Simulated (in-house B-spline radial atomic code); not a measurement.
## RPA and G0W0 on TPSS: Sn³⁺

Configuration [Kr] 4d10 5s1, highest spin, mean-field start TPSS. Computed with a B-spline radial code for spherical atoms: all electrons, non-relativistic, point nucleus, each spin shell either full or empty, empty states to l = 9 with an (l + 1/2)⁻⁴ tail; G0W0 by contour deformation at full frequency.

Without relativity these are model numbers: it shifts the levels of so heavy an element strongly and can reorder them.

Command:
```bash
python run_gw.py task.json out
```
Settings (radii: box in bohr, nucleus in fm):
```
Z                        50
electrons                47
configuration            [Kr] 4d10 5s1
hamiltonian              nr
method                   tpss,tpss
lmax                     9
spin_polarised           True
box_radius               14.14
intervals                53
ion_configuration        [Kr] 4d10
```

Time taken, with all properties: 5.7 s on 1 thread of Arm Neoverse V2 (shared host).

Energies (hartree):

```csv
term,value
mean-field total,-6023.23947
Hartree-Fock functional on these orbitals,-6021.14790
direct second order,-4.1437
second-order exchange,1.146
SOSEX correction,1.0641
```

(1) What is the RPA correlation energy, and what remains with SOSEX?

Quasi-particle levels (eV):

| level | occupied | mean field | Σx - vxc | Σc | QP weight | G0W0 |
| --- | --- | --- | --- | --- | --- | --- |
| 5s up | yes | -34.86 | -3.22 | ? | ? | ? |
| 4d down | yes | -55.97 | -9.86 | 0.95 | 0.912 | -64.88 |
| 4d up | yes | -56.26 | -9.81 | 0.96 | 0.888 | -65.11 |
| 5s down | no | -33.55 | 6.68 | -2.78 | 0.933 | -29.657 |

G0W0 = mean field + (Σx - vxc) + Σc, with Σc (partial-wave tail included) taken at the quasi-particle energy. Only the outer levels were computed. Levels of low weight are left out.

(2) Where does G0W0 put 5s up?

(3) What does it cost to remove one electron (to [Kr] 4d10) by differences of total energies, each species on its own start (correlation terms add to the Hartree-Fock functional)?

Answers

(1) RPA gives -3.6371 hartree (-2.11 eV per electron); RPA + SOSEX gives -2.573, and the second-order doubles -2.9977 hartree (no singles). RPA lacks exchange-type terms and so overcorrelates at short range.

(2) At -40.00 eV, with Σc = -1.93 eV and a quasi-particle weight of 0.958. The tabulated removal energy is 40.74 ± 0.04 eV (NIST, measured); the calculation leaves out relativity, Breit and QED terms, and what these don't explain is the method's own error.

(3) TPSS 39.39 eV, Hartree-Fock functional 37.77 eV, + RPA 39.84 eV, + RPA + SOSEX 39.09 eV, + second order 40.10 eV. Tabulated: 40.74 ± 0.04 eV (NIST, measured); the calculation leaves out relativity, Breit and QED terms, and what these don't explain is the method's own error.
